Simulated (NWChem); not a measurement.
System: GeNH₃O, singlet; SMILES [NH2][Ge][OH]

Input file for NWChem:

```
start job
memory heap 200 mb stack 900 mb global 1100 mb
geometry units angstroms noautoz
  Ge    -0.454687     0.037178     0.000000
  O      0.727240     1.385178     0.000000
  H      1.660632     1.142493     0.000000
  N      0.714317    -1.368632     0.000000
  H      1.729948    -1.324546     0.000000
  H      0.385234    -2.328828     0.000000
end
basis spherical
  * library def2-svpd
end
dft
  xc xpbe96 cpbe96
  iterations 150
end
tddft
  cis
  nroots 6
  notriplet
end
task tddft energy
```

NWChem printed, in part:

```
             Northwest Computational Chemistry Package (NWChem) 7.3.0
             --------------------------------------------------------

 CS  symmetry detected

                             Geometry "geometry" -> ""
                             -------------------------

 Output coordinates in angstroms (scale by  1.889725989 to convert to a.u.)

  No.       Tag          Charge          X              Y              Z
 ---- ---------------- ---------- -------------- -------------- --------------
    1 Ge                  32.0000    -0.45569680     0.03176300     0.00000000
    2 O                    8.0000     0.72084012     1.38447003     0.00000000
    3 H                    1.0000     1.65519338     1.14551269     0.00000000
    4 N                    7.0000     0.71890932    -1.36936961     0.00000000
    5 H                    1.0000     1.73435625    -1.32122998     0.00000000
    6 H                    1.0000     0.39366165    -2.33087153     0.00000000

 Effective nuclear repulsion energy (a.u.)     187.9108095116

      Symmetry information
      --------------------

 Group name             Cs
 Group number              2
 Group order               2
 No. of unique centers     6

  pbe96 is a nonlocal functional; adding pw91lda local functional.

                                 NWChem DFT Module
                                 -----------------

 Summary of "ao basis" -> "ao basis" (spherical)
 ------------------------------------------------------------------------------
       Tag                 Description            Shells   Functions and Types
 ---------------- ------------------------------  ------  ---------------------
 Ge                        def2-svpd                14       38   6s4p4d
 O                         def2-svpd                 9       23   4s3p2d
 H                         def2-svpd                 4        8   2s2p
 N                         def2-svpd                 8       20   4s2p2d

      Symmetry analysis of basis
      --------------------------

        a'         74
        a"         31

[...]

                                NWChem TDDFT Module
                                -------------------

            General Information
            -------------------
           No. of orbitals :     210
            Alpha orbitals :     105
             Beta orbitals :     105
        Alpha frozen cores :       0
         Beta frozen cores :       0
     Alpha frozen virtuals :       0
      Beta frozen virtuals :       0
         Spin multiplicity :       1
    Number of AO functions :     105
        Use of symmetry is : off
      Symmetry adaption is : on
         Schwarz screening :  0.10D-07

              XC Information
              --------------
   PerdewBurkeErnzerhof Exchange Functional   1.00
     Perdew 1991 LDA Correlation Functional   1.00 local
    PerdewBurkeErnz. Correlation Functional   1.00 non-local

             TDDFT Information
             -----------------
          Calculation type : Tamm-Dancoff TDDFT
         Wavefunction type : Restricted singlets
          No. of electrons :      50
           Alpha electrons :      25
            Beta electrons :      25
              No. of roots :       6
          Max subspacesize :    5200
            Max iterations :     100
               Target root :       1
           Target symmetry : none
      Symmetry restriction : off
                 Algorithm : Optimal
        Davidson threshold :  0.10D-03

    6 smallest eigenvalue differences (eV)
--------------------------------------------------------
  No. Spin  Occ  Vir  Irrep   E(Occ)    E(Vir)   E(Diff)
--------------------------------------------------------
    1    1   25   26 a"       -0.233    -0.071     4.406
    2    1   24   26 a'       -0.238    -0.071     4.532
    3    1   23   26 a'       -0.288    -0.071     5.890
    4    1   25   27 a'       -0.233    -0.016     5.905
    5    1   22   26 a"       -0.292    -0.071     5.999
    6    1   25   28 a'       -0.233    -0.012     6.023
--------------------------------------------------------

  Entering Davidson iterations
  Restricted singlet excited states

  Iter   NTrls   NConv    DeltaV     DeltaE      Time
  ----  ------  ------  ---------  ---------  ---------
    1      6       0     0.20E+00   0.10+100        9.8
    2     12       0     0.13E+00   0.45E-01        8.6
    3     18       0     0.16E+00   0.12E-01        6.9
    4     24       0     0.37E-01   0.16E-01        7.8
    5     30       4     0.39E-02   0.10E-02       10.8
    6     32       5     0.16E-03   0.15E-04        5.7
    7     33       6     0.59E-04   0.21E-07        5.0
  ----  ------  ------  ---------  ---------  ---------
  Convergence criterion met

  Ground state a'      -2208.023308714528 a.u.

  ----------------------------------------------------------------------------
  Root   1 singlet a"             0.202359077 a.u.                5.5065 eV
  ----------------------------------------------------------------------------
     Transition Moments    X  0.00000   Y -0.00000   Z -0.90668
     Dipole Oscillator Strength                    0.1109023017
     Electric Quadrupole                           0.0000003533
     Magnetic Dipole                               0.0000031406
     Total Oscillator Strength                     0.1109057955

[...]
```

Level: PBE/def2-SVPD, TDA. Low-valent species are run as closed-shell singlets; no triplet was tried in these runs. All runs use the structure optimised with PBE0/def2-SVP.
